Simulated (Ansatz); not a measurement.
Total energies of ClH4NO2Sn (`[NH2][Sn]([OH])([OH])[Cl]`).

```xyz
9

N     1.639    0.460    0.551
Sn   -0.177   -0.052   -0.067
O    -1.311    1.501    0.202
O    -0.698   -1.600    0.982
Cl   -0.487   -0.672   -2.298
H     2.317   -0.288    0.491
H     2.010    1.282    0.093
H    -2.012    1.561   -0.452
H    -1.279   -2.194    0.497
```

Total charge 0; spin multiplicity 1. Correlated methods include outer-core shells of Sn, which these sets cover unevenly. Sn takes the def2 core potential. The structure was optimised at the PBE0-D4/def2-TZVP level. It is one conformer, not always the lowest. Basis def2-TZVPP, Ansatz 0.2.0.

RPA on PBE orbitals: Hartree–Fock energy of these orbitals -879.48945 Eh, correlation -1.82378 Eh (frozen core).

```json
{"functional": "r2SCANh", "kind": "meta-GGA hybrid, 10 %", "energy without D4 (Eh)": "-882.24137", "D4 term (kJ/mol)": "-5.5"}
{"functional": "PBE-QIDH", "kind": "double hybrid", "energy without D4 (Eh)": "-881.64622", "D4 term (kJ/mol)": "–"}
```

Problem. Give the same for LDA (SPW92), PBE, revPBE, BLYP, r2SCAN, B97M-V, PBE0, B3LYP, r2SCAN0, HSE06 (plane-wave form), BHLYP, CAM-B3LYP, LC-ωPBE, ωB97X-V, ωB97M-V, B2PLYP. (Estimate.)

Solution. The calculation gave: 
```
             functional                                       kind  energy without D4 (Eh)  D4 term (kJ/mol)
            LDA (SPW92)                                        LDA              -878.96104                 –
                    PBE                                        GGA              -881.90366             -20.8
                 revPBE                                        GGA              -882.21020             -52.4
                   BLYP                                        GGA              -882.21947             -43.8
                 r2SCAN                                   meta-GGA              -882.26875              -5.1
                 B97M-V                         meta-GGA with VV10              -882.14547                 –
                   PBE0         global hybrid, 25 % exact exchange              -881.94783             -17.8
                  B3LYP                        global hybrid, 20 %              -882.40479             -33.6
                r2SCAN0                      meta-GGA hybrid, 25 %              -882.20199              -6.1
HSE06 (plane-wave form)                            screened hybrid              -881.92927             -16.9
                  BHLYP                        global hybrid, 50 %              -882.13639             -28.8
              CAM-B3LYP                     range-separated hybrid              -882.24580             -18.5
                LC-ωPBE                long-range corrected hybrid              -882.11055                 –
                ωB97X-V       range-separated hybrid GGA with VV10              -882.16330                 –
                ωB97M-V  range-separated hybrid meta-GGA with VV10              -882.18473                 –
                 B2PLYP                              double hybrid              -881.84441                 –
```

B3LYP takes the VWN-RPA correlation (the form of Gaussian; ORCA's B3LYP/G). HSE06 is the plane-wave form, built on full-range PBE exchange. The double hybrids freeze the cores in their second-order part.

LC-ωPBE has ω = 0.4 bohr⁻¹.
